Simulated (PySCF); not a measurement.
Ga₃⁺, triplet: data card

All numbers come from UPBE0/[Ga def2-TZVP], no relativity, density fitting, PySCF.

The structure is a minimum.

```xyz
3
charge 1 multiplicity 3, angstrom
Ga    0.7957   -1.3781    0.0000
Ga   -1.5913    0.0000    0.0000
Ga    0.7957    1.3781    0.0000
```

```json
{
  "Point group": "D3h",
  "Bond lengths": "Ga–Ga 2.756 Å (×3)",
  "Bond angles": "Ga–Ga–Ga 60.0° (×3)",
  "Lowest empty level (α)": "-7.87 eV",
  "Spin squared ⟨S²⟩": "2.013",
  "Zero-point energy": "1.6 kJ/mol",
  "Principal polarisabilities": "67.8, 132.2, 132.2 bohr³",
  "Rotational symmetry number": "6",
  "Highest occupied level (α)": "-9.97 eV",
  "Entropy at 298.15 K and 1 bar (electronic part: spin only)": "338.3 J/(mol K)",
  "Heat capacity Cp at 298.15 K": "57.8 J/(mol K)",
  "Rotational constants": "0.06439, 0.06439, 0.03219 cm⁻¹",
  "Enthalpy at 298.15 K above 0 K": "15.88 kJ/mol",
  "Principal quadrupole moments (Buckingham, traceless) about the centre of mass": "-11.73, 5.86, 5.86 D Å",
  "Dipole moment about the centre of mass": "0.00 D"
}
```

Harmonic modes (masses in u: Ga 68.926):
```csv
symmetry,ω (cm⁻¹),"IR (km/mol, summed over degenerate members)",μ (u)
e',64,5.5,68.93
a1',140,0.0,68.93
```

In D3h the vibrations span e' + a1'. The a1' mode carries no infrared intensity, as symmetry demands.

Charges (e):
```tsv
atom	Mulliken	Löwdin	polar tensor	spin (Mulliken)	Mayer order to Ga1
Ga1	0.33	0.33	0.33	0.67	–
Ga2,3	0.33	0.33	0.33	0.67	0.67
```
Other Mayer orders above 0.3: Ga–Ga 0.67.

Mulliken populations on Ga1: s 7.86, p 12.74, d 10.06, f 0.01.

Other isomers or separated fragments may lie lower.

The final relaxation and frequency run took 62 s on 4 threads of a shared Arm Neoverse V1 host, with 144 basis functions and 6 gradients; the process peaked at 1.2 GiB.
